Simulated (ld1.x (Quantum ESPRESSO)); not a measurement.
# Cutoff test, aluminium, ultrasoft

aluminium, ultrasoft, made with ld1.x (Quantum ESPRESSO) 7.5 (LDA (PZ), scalar-relativistic). Core [Ne], reference 3s2 3p0.5 (charge +0.5). Waves: 3s (bound): rcut 1.70, rcutus 2.00 bohr; 3s channel at 0.95 Ry: rcut 1.70, rcutus 2.00 bohr; 3p (bound): rcut 1.95, rcutus 2.60 bohr; 3p channel at 0.3 Ry: rcut 1.95, rcutus 2.60 bohr. Local part: all-electron potential smoothed inside 2.00 bohr (lloc = -1). Core correction: a·sin(br)/r model core, default radius (core density twice the valence density). Augmentation charge: built from norm-conserving waves at rcut, not smoothed further.

The pseudo-atom Hamiltonian at the reference potential is diagonalised in spherical Bessel functions j_l(qr) that vanish at 20 bohr, with q² up to the cutoff. All-electron valence levels (Ry): 3s -0.8220, 3p -0.4251.

Problem. How do the lowest levels (Ry) of each channel move with the cutoff, and are there ghosts?

Solution.

```
cutoff (Ry)     s #1     p #1     d #1    d #2    f #1  Σ f·Δε (mRy)
          8  -0.8211  -0.4246  -0.0623  0.0233  0.0314           2.0
         10  -0.8218  -0.4250  -0.0624  0.0232  0.0314           0.5
         12  -0.8219  -0.4251  -0.0625  0.0231  0.0314           0.2
         15  -0.8219  -0.4251  -0.0625  0.0231  0.0314           0.2
        400  -0.8220  -0.4251  -0.0626  0.0231  0.0314           0.0
```

Result: no extra level below or beside the all-electron valence levels (s, p, d, f tested); 10 mRy is reached at 8 Ry and 1 mRy at 10 Ry.
